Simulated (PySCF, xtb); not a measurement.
CH3Si, SMILES C=[SiH], multiplicity 2.

Harmonic wavenumbers (cm⁻¹) from GFN2-xTB (xtb 6.7.1) at its own minimum, in rising order: 326, 471, 612, 802, 1014, 1420, 2114, 3007, 3058.

Q: What does PySCF with PBE-D3(BJ)/def2-TZVP give at its own minimum? (An estimate is asked for; the answer gives what the named calculation found.)

A: 239, 489, 705, 802, 941, 1304, 2071, 3058, 3169. Paired by order, the mean absolute difference is 66 cm⁻¹ and the zero-point energies are 18.3 and 18.3 kcal/mol.
